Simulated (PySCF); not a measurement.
This script is equivalent to a calculation on P²⁺ (phosphorus, charge +2).

```python
from pyscf import gto, scf, dft, mp, cc
import basis_set_exchange as bse
mol = gto.M(atom="P 0 0 0", charge=2, spin=1, symmetry="D2h",
            basis=gto.basis.parse(bse.get_basis("cc-pVDZ-DK", elements=["P"], fmt="nwchem", header=False)),
            nucmod="G")
mf = dft.UKS(mol, xc="PBE0").sfx2c1e()
mf.irrep_nelec = {'Ag': (3, 3), 'B1u': (1, 1), 'B2u': (2, 1), 'B3u': (1, 1)}
mf.kernel()
```

Problem. What total energy does it give?

Solution. -340.839 hartree (calculated).

Problem. Which occupied shell lies highest, and where?

Solution. 3p α, at -26.342 eV.

Problem. What is ⟨S²⟩, and what would a pure spin state give?

Solution. 0.754, against 0.75.
